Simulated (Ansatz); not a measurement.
Species: C₂BCl₂, net charge -1, singlet state. It need not be the lowest isomer of its formula. Whether it binds its extra electron was not tested at this geometry. 
Structure (B3LYP-D3(BJ)/def2-TZVP (Ansatz, an electronic-structure program) minimum search):
SMILES: ClB(C#[C-])Cl
```xyz
5

C      2.8699    -0.0735     0.2720
C      1.6242    -0.0416     0.1540
B      0.1842    -0.0047     0.0175
Cl    -0.7767     1.5272    -0.1297
Cl    -0.8636    -1.4852    -0.0258
```
Charge -1, spin multiplicity 1.

Basis-set convergence of Hartree-Fock and CCSD correlation energies (hartree) with Ansatz. Valence correlation only, unless marked. No spin-orbit coupling. No relativistic terms.

```
basis            functions        E(HF)  E(corr, CCSD)
---------------  ---------  -----------  -------------
aug-cc-pV(D+d)Z        133  -1019.48749       -0.66783
aug-cc-pV(T+d)Z        248  -1019.53202       -0.81473
aug-cc-pV(Q+d)Z        418  -1019.54356       -0.86334
```

Extrapolating the two largest sets (X = 3 and 4) as X^-3: E(corr) = (64·(-0.86334) - 27·(-0.81473))/37 = -0.8988 Eh, an estimate of the basis-set limit. The largest set recovers 96.1 % of it, the smallest 74.3 %.
